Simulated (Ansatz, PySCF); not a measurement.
H7NSi2, triplet, at the geometry of the source list (a higher spin typed on purpose: for a closed-shell molecule this is an excited state). Base run: HF/cc-pVDZ (PySCF).

Input for PySCF:
```python
from pyscf import gto, scf

mol = gto.Mole()
mol.atom = '''
    Si    1.50560000   -0.27340000    0.36250000
    N     0.07130000   -0.10200000   -0.59140000
    Si   -1.52270000    0.37580000   -0.11470000
    H     2.59990000   -0.41860000   -0.59790000
    H     1.62810000    0.93790000    1.16900000
    H     1.44940000   -1.45020000    1.23920000
    H     0.10060000   -0.60610000   -1.46300000
    H    -2.20310000   -0.66720000    0.66350000
    H    -2.24770000    0.62060000   -1.36190000
    H    -1.38140000    1.58310000    0.69470000
'''
mol.basis = 'cc-pvdz'
mol.spin = 2
mol.verbose = 4
mol.build()

mf = scf.UHF(mol)
mf.kernel()
```

The same geometry, method and basis name were run in Ansatz (an electronic-structure program) and PySCF, at each program's defaults and at the settings that a row names. The base is PySCF at its defaults. Differences at the defaults can come from grids, fitting, cores and function types together.

| code and settings | ΔE vs base (mEh) | basis functions | E (Eh) | SCF cycles | dipole (D) |
|---|---|---|---|---|---|
| PySCF, defaults (exact integrals, spherical functions) | 0.000 | 85 | -636.19778 | 14 | 0.57 |
| Ansatz, defaults (factorised integrals, spherical functions) | 0.006 | 85 | -636.19778 | - | - |
| PySCF, density fitting with def2-universal-jkfit | 0.033 | 85 | -636.19775 | 14 | 0.58 |
| Ansatz, high accuracy | 0.000 | 85 | -636.19778 | - | - |

Open shells are given as the SCF converged; they aren't shown to be the lowest states, and a large step between rows can be another state.
